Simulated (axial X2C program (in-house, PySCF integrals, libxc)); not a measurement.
**InSn: cheaper levels and CCSD(T), two-component**

Computed with an in-house relativistic program for diatomic molecules. Two-component (2c) means X2C with spin–orbit coupling and atomic mean-field two-electron Coulomb and Gaunt terms. Basis: Sn dyall-cv3z [11s12p9d4f1g], In dyall-cv3z [11s12p9d4f1g] (cores contracted in-house); Gaussian nuclei, density fitting, unrestricted open shells. Masses: Sn 119.902 u, In 114.904 u.

State: Ω = 3/2 (⟨Sz⟩ = 1.47, ⟨Lz⟩ = 0.03 at HF); fragments Sn + In.

```csv
level,Re (Å),ωe (cm⁻¹)
PBE0,2.841,145.8
HF,2.934,132.1
MP2,2.876,146.1
CCSD,2.891,142.8
B97-3,2.888,137.6
```

Correlated methods: 7 electrons correlated (number of frozen shells: Sn 4 s, 3 p, 2 d; In 4 s, 3 p, 2 d), 321 virtual spin orbitals or spinors in MP2, 90 natural virtuals in coupled cluster.

CCSD(T), same Hamiltonian and basis:

Re = 2.886 Å, ωe = 144.4 cm⁻¹; T1 = 0.033 (Lee–Taylor normalisation).

(1) Give the differences from CCSD(T) in the columns below.

The state is a single determinant with fixed occupations, the lowest that a limited PBE0 search found. De is not given where an atomic determinant may have missed its ground term or J level, or where the truncated virtual space spoils (T). Density functionals use the spin component along the axis (collinear). Coupled cluster ran in a truncated set of natural virtual spinors; the MP2 energy of the rest was added. (T) has no such correction and the atoms are truncated less, which lowers De at CCSD(T) by a hundredth of an eV or more. PBE0 can misorder states that lie within some tenths of an eV, so this need not be the ground state of the molecule. The nearest other 2c determinant of the search, Ω = 1/2, lies 0.35 eV up at the distance of the search. The functionals have no current-density term, which raises determinants with orbital currents, atoms included. With several unpaired electrons one determinant need not be a pure state. This is the top spin component of a Σ state; components of lower Ω are not single determinants and can lie lower. With the outer-core shells frozen, correlated bond lengths of heavy atoms tend to come out a few hundredths of an ångström too long.

Answers

(1) 

| level | ΔRe (Å) | Δωe (cm⁻¹) |
| --- | --- | --- |
| PBE0 | -0.045 | 1.4 |
| HF | 0.048 | -12.3 |
| MP2 | -0.010 | 1.7 |
| CCSD | 0.005 | -1.6 |
| B97-3 | 0.002 | -6.8 |
